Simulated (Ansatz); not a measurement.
Calculated with Ansatz (gas phase, PBE0-D4/def2-TZVP geometries, no zero-point term in ΔE). CBS: MP2 limit from def2 TZ/QZ plus the TZ coupled-cluster correction, frozen cores. This one scheme is used for every species. Functionals use def2-TZVPP. For Ge outer-core shells are correlated without core-valence functions, which leaves a few kJ/mol of doubt a bond. Scalar relativity is left out up to krypton.

Consider the formal exchange of groups at a Ge–F bond: `[F][Ge]([Cl])([Cl])[Cl]` + CH₄ → `[CH3][Ge]([Cl])([Cl])[Cl]` + H–F.

CCSD(T)/CBS gives +41.6 kJ/mol.

(1) Another level gave +44.9 kJ/mol. Which?
A. CAM-B3LYP-D4/def2-TZVPP
B. CAM-B3LYP/def2-TZVPP
C. SCS-MP2/def2-TZVPP
D. PBE0-D4/def2-TZVPP

(2) What do rigid-rotor, harmonic-oscillator terms from PBE0-D4/def2-TZVP frequencies (298.15 K, 1 bar) make of the CCSD(T)/CBS value? (Best estimate.)

Largest T1 diagnostic among the species: 0.010.

## Answers

(1) D. PBE0-D4 44.9, CAM-B3LYP-D4 57.8, SCS-MP2/def2-TZVPP 50.5, CAM-B3LYP 62.2 kJ/mol.

(2) Computed: ΔZPE = -2.4 kJ/mol, ΔH = +40.8 kJ/mol, ΔS = 7 J/(mol·K), ΔG = +38.6 kJ/mol.

In def2-TZVPP, CCSD(T) changes the Hartree–Fock value by −20.8 kJ/mol (the triples alone add −1.2 kJ/mol) and MP2 by −25.6 kJ/mol. At CCSD(T), def2-SVP lies +27.9 kJ/mol from the extrapolated value and def2-TZVPP +5.7 kJ/mol. From PBE to PBE0 (25 % exact exchange), in def2-TZVPP and without D4, ΔE moves by −3.7 kJ/mol.
